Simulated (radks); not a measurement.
Initial-state core-level shifts of the indium ion In+ when its valence configuration changes from [Kr] 4d10 5s2. All-electron calculation, Dirac Kohn-Sham, PBEsol, spin-unpolarised, spherical densities, finite nucleus; open shells are shared between the two j in proportion to 2j + 1; Fermi nuclear charge, rms radius 4.6156 fm. Program: a radial shooting solver on a logarithmic mesh with Libxc functionals. Shifts are changes of the shell-averaged eigenvalues in eV (positive: less bound); the change of the density at the nucleus, which sets a Mossbauer isomer shift, is in e/bohr^3, on a base of 1.745e+05.

\begin{tabular}{lrrrrr}
valence & 2s & 3s & 3d & 4s & density at nucleus \\ \hline
4d9 5s2 5p1 & -7.972 & -7.770 & -7.815 & -7.018 & +16.12 \\
4d9 5s1 5p2 & -9.435 & -9.253 & -9.294 & -8.501 & -21.10 \\
4d10 5s1 5p1 & -1.588 & -1.610 & -1.605 & -1.628 & -32.30 \\
4d8 5s1 5p3 & -17.577 & -17.112 & -17.213 & -15.369 & -8.56 \\
4d9.5 5s2 5p0.5 & -3.955 & -3.864 & -3.884 & -3.515 & +7.87 \\
4d8 5s2 5p2 & -16.208 & -15.725 & -15.828 & -13.997 & +33.65 \\
4d8.5 5s1.5 5p2 & -12.769 & -12.446 & -12.517 & -11.230 & +5.14 \\
4d10 5p2 & -3.091 & -3.138 & -3.128 & -3.174 & -66.93 \\
4d8.5 5s1 5p2.5 & -13.468 & -13.155 & -13.224 & -11.935 & -14.99 \\
\end{tabular}
